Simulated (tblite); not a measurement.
Species: C₇H₉FO.
SMILES with atom numbers: `[CH2:1]=[CH:2][C@@:3]1([CH3:4])[CH2:5][C@H:6]1[C:7](=[O:8])[F:9]` (hydrogens: H10, H11 on C1; H12 on C2; H13, H14, H15 on C4; H16, H17 on C5; H18 on C6)

Geometry (GFN2-xTB, Å), atoms numbered from 1 in this order:
```
atom  x, y, z in Å
C1    -2.0676    0.4288   -1.1916
C2    -0.8043    0.0593   -1.0599
C3    -0.1388   -0.2841    0.2143
C4    -0.9919   -0.2483    1.4608
C5     0.9930   -1.2562    0.1696
C6     1.3161    0.1979    0.4164
C7     2.0002    0.9497   -0.6256
O8     2.0882    0.7605   -1.7912
F9     2.6342    2.0432   -0.0859
H10   -2.7434    0.5203   -0.3591
H11   -2.4788    0.6534   -2.1601
H12   -0.1748   -0.0126   -1.9357
H13   -1.3835    0.7528    1.6282
H14   -1.8283   -0.9360    1.3535
H15   -0.4138   -0.5446    2.3325
H16    1.1279   -1.9393    0.9941
H17    1.2862   -1.6506   -0.7920
H18    1.5708    0.5122    1.4201
```

Computed values, GFN2-xTB/tblite, gas phase, harmonic and unscaled. Errors from tens to a few hundred cm⁻¹ against measured bands are possible. One conformer, not necessarily the lowest.

Harmonic wavenumbers (cm⁻¹): 54.1, 82.3, 135.5, 170.1, 229.9, 278.0, 300.7, 343.8, 391.9, 422.5, 473.6, 603.8, 644.2, 704.9, 742.1, 812.7, 874.3, 899.4, 926.9, 937.8, 959.8, 1009.5, 1025.4, 1039.8, 1068.7, 1078.6, 1092.1, 1115.5, 1256.9, 1298.7, 1315.8, 1383.1, 1407.1, 1415.3, 1453.1, 1487.9, 1499.0, 1699.6, 1840.8, 3030.7, 3035.3, 3044.0, 3068.9, 3080.1, 3090.3, 3108.6, 3117.4, 3140.4.

A = 2510, B = 1164, C = 1008 MHz; mass 128.064 u (most abundant isotopes); point group C1, symmetry number 1.

**Question.** Zero-point energy?

**Answer.** Half the sum of the wavenumbers: 31095 cm⁻¹ = 88.91 kcal/mol.

**Question.** What is S at 298.15 K and 1 bar for an ideal gas of classical rigid rotors and harmonic oscillators?

**Answer.** Translation 40.48, rotation 29.08, vibration 25.37: S = 94.9 cal/(mol K).

**Question.** And Cp and H(298.15 K) − H(0)?

**Answer.** Cp = 36.50 cal/(mol K), of which vibrations give 28.55 (their classical limit is 48 R = 95.4); H(298.15 K) − H(0) = 6.50 kcal/mol without the zero-point energy, 4.13 from vibrations.

**Question.** Which modes carry the vibrational entropy at 298.15 K?

**Answer.** 54.1 cm⁻¹: 4.66; 82.3 cm⁻¹: 3.84; 135.5 cm⁻¹: 2.87; 170.1 cm⁻¹: 2.43; 229.9 cm⁻¹: 1.88; 278.0 cm⁻¹: 1.55 cal/(mol K); the other 42 give 8.14 together.

**Question.** Blend soft modes into free rotors: weight 1/[1 + (100 cm⁻¹/ν̃)⁴] for the oscillator and the rest for a rotor with moment μB/(μ + B), μ = h/(8π²ν), B = 10⁻⁴⁴ kg m². What vibrational entropy results?

**Answer.** 23.67 cal/(mol K) in place of 25.37, which changes −T·S at 298.15 K by +0.51 kcal/mol.

**Question.** What must be added to the electronic energy to get the Gibbs energy at 298.15 K and 1 bar?

**Answer.** ZPE + [H(298.15 K) − H(0)] − T·S = 88.91 + 6.50 − 28.30 = 67.11 kcal/mol.

Hindered rotation and anharmonicity are outside this model. Other conformers, if any are populated, would add a mixing term that is left out. The structure is chiral; the term R ln 2 for an equal mix with its mirror image is left out.
